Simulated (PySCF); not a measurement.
Tb(44+): ionisation energy

Tb(44+) [Ar] 3d3 (4F) → Tb(45+) [Ar] 3d2 (3F), as a difference of total energies. Calculation: PySCF 2.14, in an uncontracted even-tempered set (18 s from 8.8 bohr⁻², ratio 2.5; 12 p from 11 bohr⁻², ratio 2.5; 7 d from 11 bohr⁻², ratio 2.5; 4 f from 42 bohr⁻², ratio 2.7; 3 g from 63 bohr⁻², ratio 2.7); the spin-free X2C one-electron Hamiltonian (Gaussian nucleus). Correlated levels: outer shells: [Ne] frozen; virtual orbitals above 40 to 60 times the deepest correlated orbital energy dropped. The calculations carry no spin-orbit coupling.

```json
{"method": "UHF", "ionisation energy (eV)": "3560.0"}
{"method": "LDA", "ionisation energy (eV)": "3559.1"}
{"method": "PBE", "ionisation energy (eV)": "3559.2"}
{"method": "PBE0", "ionisation energy (eV)": "3559.8"}
{"method": "r2SCAN", "ionisation energy (eV)": "3561.2"}
{"method": "PBEsol", "ionisation energy (eV)": "3558.8"}
{"method": "B3LYP", "ionisation energy (eV)": "3560.0"}
{"method": "MP2 (outer shells)", "ionisation energy (eV)": "3560.0"}
{"method": "SCS-MP2 (outer shells)", "ionisation energy (eV)": "3559.7"}
```

Spin-orbit coupling is strong in these open shells (close to jj coupling). The scalar numbers leave it out and a first-order estimate fails, so it can dominate the gap to the real levels.

Breit and QED terms and the two-electron picture change are absent.

For comparison: 3573 ± 4 eV (theoretical estimate listed by NIST; NIST Atomic Spectra Database, ionization energies).
